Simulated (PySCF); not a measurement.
**ORD: `N#CC([SiH3])=C=C[SiH3]`, C₄H₇NSi₂**

Geometry (Å), atoms numbered from 1 in this order:
```xyz
14

N    -1.698    1.984   -2.335
C    -1.378    1.183   -1.577
C    -1.039    0.208   -0.628
Si   -2.432   -0.350    0.536
C     0.173   -0.286   -0.580
C     1.376   -0.725   -0.433
Si    2.650    0.116    0.683
H    -1.869   -1.398    1.388
H    -2.858    0.808    1.323
H    -3.535   -0.854   -0.282
H     1.706   -1.600   -0.976
H     3.794    0.495   -0.148
H     2.044    1.284    1.317
H     3.064   -0.865    1.690
```

Method used: TDDFT HCTH407/def2-SVPD circular dichroism and optical rotation, one conformer, gas phase (PySCF 2.14.0). Geometry: GFN2-xTB.

No stereocentre is labelled: unless the shape is locked (an allene, a helicene, a hindered biaryl), the mirror image is equally populated and a measured rotation or CD is zero.

Task: Give the optical rotatory dispersion at 1340 nm.

Result: [α] in deg dm⁻¹ (g/mL)⁻¹:
| λ (nm) | origin-invariant length gauge | modified velocity gauge | length gauge (centre of mass) | isotropic polarisability (au) |
| --- | --- | --- | --- | --- |
| 1340 | +0.4 | -0.8 | 0.0 | 116.5 |

The first excitation lies at 4.99 eV (249 nm) with R = +6.1 × 10⁻⁴⁰ esu² cm² (velocity form).
